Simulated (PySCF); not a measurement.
# S⁻ (sulfur, charge -1): UHF calculation

Configuration: [Ne] 3s2 3p5, 2P determinant. All numbers are calculated (PySCF 2.14, no relativity, point nucleus, in aug-cc-pV(D+d)Z (5s4p3d, 32 functions)).

```json
{
 "Total energy": "-397.532754 hartree",
 "One-electron energy": "-554.4770 hartree",
 "Hartree (Coulomb) energy": "182.1323 hartree",
 "Exchange energy": "-25.1880 hartree",
 "Kinetic energy": "397.48960 hartree",
 "⟨S²⟩": "0.7609",
 "⟨L²⟩": "2.040",
 "Sum of ⟨r⟩": "18.99 bohr",
 "Sum of ⟨r²⟩": "43.33 bohr²",
 "Traceless quadrupole moment −½Σ⟨3z² − r²⟩ along its main axis": "3.30 e·bohr²",
 "Density at the nucleus (Gaussians lack the cusp)": "2600 bohr⁻³",
 "Spin density at the nucleus": "0.0707 bohr⁻³",
 "Langevin diamagnetic susceptibility": "-34.3 ×10⁻⁶ cm³/mol"
}
```

| shell | electrons | mean orbital energy (eV) | spread (eV) | rms radius, mean of both spins (bohr) |
| --- | --- | --- | --- | --- |
| 1s α | 1 | -2494.9 | 0 | 0.113 |
| 1s β | 1 | -2494.7 | 0 | 0.113 |
| 2s α | 1 | -236.28 | 0 | 0.518 |
| 2s β | 1 | -236.04 | 0 | 0.518 |
| 2p α | 3 | -173.23 | 0.500 | 0.492 |
| 2p β | 3 | -172.81 | 0.318 | 0.492 |
| 3s α | 1 | -17.298 | 0 | 1.93 |
| 3s β | 1 | -14.436 | 0 | 1.93 |
| 3p α | 3 | -3.500 | 1.772 | 2.60 |
| 3p β | 2 | -2.270 | 0 | 2.60 |

Spin-orbit constants ζ (cm⁻¹) from the X2C one-electron operator on these orbitals (non-relativistic here): bare nucleus, nucleus screened by l(l+1)(2l+1)/3 electrons, and screened by the Breit-Pauli mean field of the electrons.

| shell | bare | screened nucleus | mean field |
| --- | --- | --- | --- |
| 2p | 7338 | 6421 | 5996 |
| 3p | 398.2 | 348.5 | 319.7 |

To first order the Landé constant is A = -319.7 cm⁻¹, so the lowest level has J = 3/2 and lies 0.0198 eV below the centre of the term.
